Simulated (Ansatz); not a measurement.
One change: `CC(=N)C=S` becomes `CC(=N)BCl`.

Ansatz, PBE0-D4/def2-TZVP geometries, multiplicity 1. Each molecule was computed in one conformer, which needn't be the lowest.

```json
{"property": "HOMO energy (PBE0/def2-TZVPP) / eV", "`CC(=N)C=S`": "-7.10"}
{"property": "HOMO energy (PBE/def2-TZVPP) / eV", "`CC(=N)C=S`": "-5.84"}
{"property": "size of the dipole moment (B3LYP/def2-TZVPP) / D", "`CC(=N)C=S`": "2.23"}
{"property": "HOMO–LUMO gap (B3LYP/def2-TZVPP) / eV", "`CC(=N)C=S`": "3.41"}
{"property": "HOMO–LUMO gap (ωB97M-V/def2-TZVPP) / eV", "`CC(=N)C=S`": "8.23"}
{"property": "HOMO–LUMO gap (PBE/def2-TZVPP) / eV", "`CC(=N)C=S`": "1.70"}
```

(1) What does the change do to each property? (An estimate is asked.)

Answers

(1) The calculation gave: 
```tsv
property	`CC(=N)BCl`	shift
HOMO energy (PBE0/def2-TZVPP) / eV	-7.68	-0.58
HOMO energy (PBE/def2-TZVPP) / eV	-6.16	-0.32
size of the dipole moment (B3LYP/def2-TZVPP) / D	2.19	-0.04
HOMO–LUMO gap (B3LYP/def2-TZVPP) / eV	4.90	1.49
HOMO–LUMO gap (ωB97M-V/def2-TZVPP) / eV	9.82	1.59
HOMO–LUMO gap (PBE/def2-TZVPP) / eV	2.83	1.13
```

With PBE0 the HOMO falls by 0.58 eV and the LUMO rises by 0.92 eV, so the gap widens by about 1.50 eV. PBE moves the HOMO by -0.32 eV and ωB97M-V by -0.71 eV. Dipoles are sizes alone; their direction can turn.

B3LYP here is the variant with VWN-RPA as its local correlation; programs differ in this.
